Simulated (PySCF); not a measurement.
## Cost of excited-state runs on SMILES O[SiH2]O/C=C/Cl, C2H5ClO2Si

Geometry:
| atom | x (Å) | y (Å) | z (Å) |
| --- | --- | --- | --- |
| O1 | -1.585 | 0.529 | -0.500 |
| Si2 | -0.785 | 0.149 | 0.893 |
| O3 | 0.763 | -0.432 | 0.603 |
| C4 | 1.895 | 0.295 | 0.551 |
| C5 | 3.019 | -0.193 | 0.018 |
| Cl6 | 4.475 | 0.729 | -0.024 |
| H7 | -1.266 | 1.260 | -1.037 |
| H8 | -1.537 | -0.961 | 1.509 |
| H9 | -0.616 | 1.343 | 1.774 |
| H10 | 1.870 | 1.306 | 0.981 |
| H11 | 3.078 | -1.195 | -0.411 |

PySCF with density fitting, on 1 thread of an Intel Xeon Platinum 8488C, shared host. Command: `OMP_NUM_THREADS=1 python excited_run.py task.json out`

Q: How long does each of these runs take, and how much memory?
- magnetisability and related constants, PBE/pcSseg-1; isotopologues
- magnetisability and related constants, wB97X-D/6-31++G**; grid level 1; fitting basis def2-qzvpp-jkfit
- magnetisability and related constants, wB97X/def2-SVP; IEF-PCM benzene

A: 
| run | level | basis functions | wall time | peak memory (GiB) |
| --- | --- | --- | --- | --- |
| magnetisability and related constants | PBE/pcSseg-1 | 141 | 21 s | 0.58 |
| magnetisability and related constants | wB97X-D/6-31++G** | 146 | 17 s | 0.78 |
| magnetisability and related constants | wB97X/def2-SVP | 117 | 17 s | 0.6 |

Times from a shared host are rough.
